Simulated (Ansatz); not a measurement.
Basis sets compared for tetramethylammonium mesylate (C₅H₁₅NO₃S). The state is a singlet with charge 0. Geometry PBE-D4/def2-SVP. Ansatz on 4 threads of Arm Neoverse V2 on a shared host; times are rough, and most runs start from earlier orbitals.

Cartesian coordinates in Å:
```
C -3.640 -1.718 0.931
S -2.047 -0.967 0.523
O -1.169 -1.184 1.733
O -1.551 -1.697 -0.702
O -2.336 0.492 0.262
H -4.046 -1.201 1.820
H -4.312 -1.592 0.062
H -3.470 -2.789 1.144
C 1.021 0.856 1.120
N 1.328 0.627 -0.340
C 0.245 1.252 -1.185
C 1.386 -0.856 -0.614
C 2.646 1.249 -0.676
H 0.125 0.254 1.406
H 1.897 0.525 1.709
H 0.845 1.936 1.272
H 0.323 2.351 -1.081
H 0.411 0.955 -2.236
H -0.752 0.908 -0.817
H 2.082 -1.316 0.111
H 0.360 -1.287 -0.521
H 1.759 -0.998 -1.645
H 3.443 0.744 -0.100
H 2.617 2.323 -0.415
H 2.836 1.132 -1.759
```

Binding counts from free atoms (C triplet, S triplet, O triplet, H doublet, N quartet) in the same basis, without a counterpoise term.

```tsv
level	functions	energy (Eh)	HOMO (eV)	LUMO (eV)	binding per atom (eV)	wall time
PBE-D4/def2-SVP	219	-876.8836	-4.23	-0.52	3.96	3.4 s
PBE0-D4/def2-SVP	219	-876.9446	-5.95	0.37	3.86	6 s
```

**Question.** Estimate the rows for PBE-D4/def2-TZVP (with forces), PBE0-D4/def2-TZVP (with forces).

**Answer.** 
| level | functions | energy (Eh) | HOMO (eV) | LUMO (eV) | binding per atom (eV) | wall time |
| --- | --- | --- | --- | --- | --- | --- |
| PBE-D4/def2-TZVP (with forces) | 406 | -877.6330 | -4.69 | -0.88 | 3.98 | 9 s |
| PBE0-D4/def2-TZVP (with forces) | 406 | -877.6856 | -6.30 | -0.05 | 3.89 | 24 s |
